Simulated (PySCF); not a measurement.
Electron correlation in V²⁺ (vanadium, charge +2)

[Ar] 3d3, high-spin 4F determinant. All numbers are calculated (PySCF 2.14, scalar relativity by spin-free X2C-1e, in aug-cc-pVDZ-DK (7s6p4d2f, 59 functions)). Frozen: [Ar]; 3 electrons correlated.

```csv
level,correlation energy (mhartree)
CCSD,-15.93
(T),-0.08
CCSD(T),-16.01
```

Diagnostics: T1 = 0.0043, D1 = 0.0061, largest double amplitude 0.028.

Cost of the coupled-cluster step: about 0.5 core-seconds, for 3 correlated electrons.

Iterations:

```
CC2 = 0
CCSD nocc = (np.int64(3), np.int64(0)), nmo = (50, 50)
frozen orbitals [[0, 1, 2, 3, 4, 5, 6, 7, 8], [0, 1, 2, 3, 4, 5, 6, 7, 8]]
max_cycle = 100
direct = 0
conv_tol = 1e-08
conv_tol_normt = 1e-06
diis_space = 8
diis_start_cycle = 0
Init t2, MP2 energy = -0.0128630466149468
Init E_corr(UCCSD) = -0.0128630466164255
cycle = 1  E_corr(UCCSD) = -0.0152273503265137  dE = -0.00236430371  norm(t1,t2) = 0.0136707
cycle = 2  E_corr(UCCSD) = -0.0157313844857063  dE = -0.000504034159  norm(t1,t2) = 0.00444209
cycle = 3  E_corr(UCCSD) = -0.0159325063130614  dE = -0.000201121827  norm(t1,t2) = 0.0018594
cycle = 4  E_corr(UCCSD) = -0.0159230081396148  dE = 9.49817345e-06  norm(t1,t2) = 0.000525008
cycle = 5  E_corr(UCCSD) = -0.0159284061017351  dE = -5.39796212e-06  norm(t1,t2) = 8.8211e-05
cycle = 6  E_corr(UCCSD) = -0.0159280766101967  dE = 3.29491538e-07  norm(t1,t2) = 1.30527e-05
cycle = 7  E_corr(UCCSD) = -0.0159280659141988  dE = 1.06959978e-08  norm(t1,t2) = 3.07363e-06
cycle = 8  E_corr(UCCSD) = -0.0159280618802262  dE = 4.03397267e-09  norm(t1,t2) = 3.32479e-07
UCCSD converged
E(UCCSD) = -947.4444979272935  E_corr = -0.01592806188022617
UCCSD(T) correction = -7.78840333306922e-05
```
